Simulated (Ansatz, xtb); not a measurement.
## C5H11P2+: which of two isomers lies lower

Structure X is `CC1=CC[P@H+](P)C1`, a singlet and structure Y is `C#CC[P@H+](P)CC`, a singlet. Both are isolated ions in the gas phase, relaxed with B3LYP/def2-SVP; each stands in its lowest conformer found.

Question: Estimate E(Y) − E(X) at the level CCSD(T)/def2-SVP + ΔMP2/def2-TZVPP.

Answer: Calculated at CCSD(T)/def2-SVP + ΔMP2/def2-TZVPP: E(Y) − E(X) = +1.511 eV, so structure X lies lower.

The same difference at several levels:

| level | geometry | E(Y) − E(X) (eV) | departure from the last row (eV) | job, with rough time for the two |
| --- | --- | --- | --- | --- |
| B3LYP/def2-SVP | B3LYP/def2-SVP | +1.556 | +0.045 | optimisation, 2.2 min |
| HF/def2-SVP | B3LYP/def2-SVP | +1.470 | −0.041 | part of the CCSD(T) run |
| MP2/def2-SVP | B3LYP/def2-SVP | +1.506 | −0.005 | part of the CCSD(T) run |
| CCSD(T)/def2-SVP | B3LYP/def2-SVP | +1.547 | +0.036 | single point |
| CCSD(T)/def2-SVP + ΔMP2/def2-TZVPP | B3LYP/def2-SVP | +1.511 |  | single point, 2 min |

As drawn, Y has 1 C≡C in place of 1 C–C, 1 C=C. Structure X has a 5-membered ring, Y no ring.

None of the levels shown reverses the order. The largest departure from CCSD(T)/def2-SVP + ΔMP2/def2-TZVPP is that of B3LYP/def2-SVP, 0.045 eV. Levels run at GFN2-xTB geometries aren't shown. The last row adds to CCSD(T) the change of the MP2 difference between the two basis sets, here −0.036 eV.

With thermal terms from frequencies at re-optimised GFN2-xTB minima (ideal gas, soft modes damped towards free rotors, one conformer each, 298.15 K, 1 atm): the zero-point term adds −0.085 eV; ΔH is +1.468 and ΔG +1.367 eV.

The correlated steps freeze 15 core orbitals. Run with Ansatz 0.2.0, xtb 6.7.1; the last row on 4 threads of Arm Neoverse V1 on a shared host.
